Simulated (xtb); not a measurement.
Cl$_{6}$Pt, charge -2, singlet, from a rough starting geometry (GFN-xTB shapes and energies of metal compounds can be far from the true ones); GFN2-xTB (xtb).

The xtb input:
```
$ xtb mol.xyz --gfn 2 --chrg -2 --opt vtight --json

# file mol.xyz
7

Pt     0.00039401     0.01653872    -0.00920493
Cl     2.14320649     0.85527132    -0.76513302
Cl     0.74540672     0.16586612     2.23693090
Cl    -0.73205008    -0.14878192    -2.29531644
Cl    -2.11021391    -0.88685012     0.73536842
Cl    -0.87630696     2.23442717     0.21083306
Cl     0.84153385    -2.19176958    -0.19232203
```

Problem. Predict the main parts of the log of this xtb run.

Solution. 
```
   ID    Z sym.   atoms
    1   78 Pt     1
    2   17 Cl     2-7

           -------------------------------------------------
          |                Calculation Setup                |
           -------------------------------------------------

           -------------------------------------------------
          |                 G F N 2 - x T B                 |
           -------------------------------------------------

          ...................................................
          :                      SETUP                      :
          :.................................................:
          :  # basis functions                  70          :
          :  # atomic orbitals                  63          :
          :  # shells                           21          :
          :  # electrons                        54          :
          :  max. iterations                   250          :
          :  Hamiltonian                  GFN2-xTB          :
          :  restarted?                      false          :
          :  GBSA solvation                  false          :
          :  PC potential                    false          :
          :  electronic temp.          300.0000000     K    :
          :  accuracy                    1.0000000          :
          :  -> integral cutoff          0.2500000E+02      :
          :  -> integral neglect         0.1000000E-07      :
          :  -> SCF convergence          0.1000000E-05 Eh   :
          :  -> wf. convergence          0.1000000E-03 e    :
          :  Broyden damping             0.4000000          :
          :  net charge                         -2          :
          :  unpaired electrons                  0          :
          ...................................................

 iter      E             dE          RMSdq      gap      omega  full diag
   1    -32.4107614 -0.324108E+02  0.514E+00    1.61       0.0  T
   2    -32.4235969 -0.128355E-01  0.427E+00    1.63       1.0  T
   3    -32.4327102 -0.911330E-02  0.234E+00    1.63       1.0  T
   4    -32.4341872 -0.147700E-02  0.553E-01    1.61       1.0  T
   5    -32.4343521 -0.164917E-03  0.169E-01    1.61       1.0  T
   6    -32.4343709 -0.187697E-04  0.252E-02    1.60       1.5  T
   7    -32.4343714 -0.526399E-06  0.170E-02    1.60       2.2  T
   8    -32.4343717 -0.275870E-06  0.107E-02    1.60       3.5  T
   9    -32.4343720 -0.242128E-06  0.598E-03    1.61       6.3  T
  10    -32.4343721 -0.109941E-06  0.185E-03    1.61      20.4  T
  11    -32.4343721 -0.100709E-07  0.668E-04    1.61      56.6  T
  12    -32.4343721 -0.317982E-09  0.295E-04    1.61     128.3  T

   *** convergence criteria satisfied after 12 iterations ***

         :::::::::::::::::::::::::::::::::::::::::::::::::::::
         ::                     SUMMARY                     ::
         :::::::::::::::::::::::::::::::::::::::::::::::::::::
         :: total energy             -32.432199761307 Eh    ::
         :: gradient norm              0.012107337936 Eh/a0 ::
         :: HOMO-LUMO gap              1.605543399489 eV    ::
         ::.................................................::
         :: SCC energy               -32.434348208152 Eh    ::
         :: -> isotropic ES            0.353720735017 Eh    ::
         :: -> anisotropic ES         -0.039105308853 Eh    ::
         :: -> anisotropic XC         -0.024974737740 Eh    ::
         :: -> dispersion             -0.015497204990 Eh    ::
         :: repulsion energy           0.002148446845 Eh    ::
         :: add. restraining           0.000000000000 Eh    ::
         :: total charge              -2.000000000000 e     ::
         :::::::::::::::::::::::::::::::::::::::::::::::::::::

      -----------------------------------------------------------
     |                   =====================                   |
     |                        A N C O P T                        |
[...]
 * total energy  :   -32.4321998 Eh     change       -0.1533564E-09 Eh
 * total energy  :   -32.4328823 Eh     change       -0.6825624E-03 Eh
 * total energy  :   -32.4333361 Eh     change       -0.4537938E-03 Eh
 * total energy  :   -32.4332216 Eh     change        0.1145549E-03 Eh
 * total energy  :   -32.4333467 Eh     change       -0.1251166E-03 Eh
 * total energy  :   -32.4333473 Eh     change       -0.6460722E-06 Eh
 * total energy  :   -32.4333622 Eh     change       -0.1483436E-04 Eh
 * total energy  :   -32.4333624 Eh     change       -0.2437684E-06 Eh
 * total energy  :   -32.4333625 Eh     change       -0.5451703E-07 Eh
 * total energy  :   -32.4333627 Eh     change       -0.1920167E-06 Eh
 * total energy  :   -32.4333631 Eh     change       -0.4528591E-06 Eh
 * total energy  :   -32.4333631 Eh     change       -0.9984639E-08 Eh
   *** GEOMETRY OPTIMIZATION CONVERGED AFTER 12 ITERATIONS ***
         :: total energy             -32.433363113893 Eh    ::
[...]
        22        2.0000           -0.1503201              -4.0904
        23        2.0000           -0.1503179              -4.0904
        24        2.0000           -0.1503148              -4.0903
        25        2.0000           -0.1405278              -3.8240
        26        2.0000           -0.1405258              -3.8239
        27        2.0000           -0.1405221              -3.8238 (HOMO)
        28                         -0.0731367              -1.9902 (LUMO)
        29                         -0.0731006              -1.9892
        30                          0.2468679               6.7176
        31                          0.3078936               8.3782
        32                          0.3078940               8.3782
        33                          0.3078955               8.3783
        34                          0.3105115               8.4494
        35                          0.3105133               8.4495
        36                          0.3105141               8.4495
        37                          0.3105840               8.4514
        38                          0.3105929               8.4517
       ...                                ...                  ...
        63                          1.3485707              36.6965
      -------------------------------------------------------------
                  HL-Gap            0.0673854 Eh            1.8336 eV
             Fermi-level           -0.1068294 Eh           -2.9070 eV

     #   Z          covCN         q      C6AA      α(0)
     1  78 Pt       4.901     0.496   310.690    30.903
     2  17 Cl       0.825    -0.416   112.661    16.237
     3  17 Cl       0.825    -0.416   112.661    16.237
     4  17 Cl       0.825    -0.416   112.662    16.238
     5  17 Cl       0.825    -0.416   112.661    16.237
     6  17 Cl       0.825    -0.416   112.661    16.237
     7  17 Cl       0.825    -0.416   112.662    16.238

 Mol. C6AA /au·bohr⁶  :       6601.060982
 Mol. C8AA /au·bohr⁸  :     348720.293339
 Mol. α(0) /au        :        128.327747

Wiberg/Mayer (AO) data.
largest (>0.10) Wiberg bond orders for each atom

 ---------------------------------------------------------------------------
     #   Z sym  total        # sym  WBO       # sym  WBO       # sym  WBO
 ---------------------------------------------------------------------------
     1  78 Pt   4.502 --     4 Cl   0.750     6 Cl   0.750     3 Cl   0.750
                             7 Cl   0.750     5 Cl   0.750     2 Cl   0.750
     2  17 Cl   0.926 --     1 Pt   0.750     5 Cl   0.139
     3  17 Cl   0.926 --     1 Pt   0.750     4 Cl   0.139
     4  17 Cl   0.926 --     1 Pt   0.750     3 Cl   0.139
     5  17 Cl   0.926 --     1 Pt   0.750     2 Cl   0.139
     6  17 Cl   0.926 --     1 Pt   0.750     7 Cl   0.139
     7  17 Cl   0.926 --     1 Pt   0.750     6 Cl   0.139
 ---------------------------------------------------------------------------

Topologies differ in total number of bonds
Writing topology from bond orders to xtbtopo.mol

molecular dipole:
                 x           y           z       tot (Debye)
 q only:       -0.007      -0.024       0.042
   full:       -0.006      -0.024       0.043       0.126
molecular quadrupole (traceless):
                xx          xy          yy          xz          yz          zz
 q only:       -0.001      -0.001       0.000       0.000       0.004       0.001
  q+dip:        0.001       0.000      -0.000      -0.001       0.004      -0.001
   full:        0.001       0.000      -0.000      -0.001       0.004      -0.001

optimized geometry written to: xtbopt.xyz

           -------------------------------------------------
          | TOTAL ENERGY              -32.433363113893 Eh   |
          | GRADIENT NORM               0.000042679760 Eh/α |
          | HOMO-LUMO GAP               1.833648854395 eV   |
           -------------------------------------------------

normal termination of xtb
```
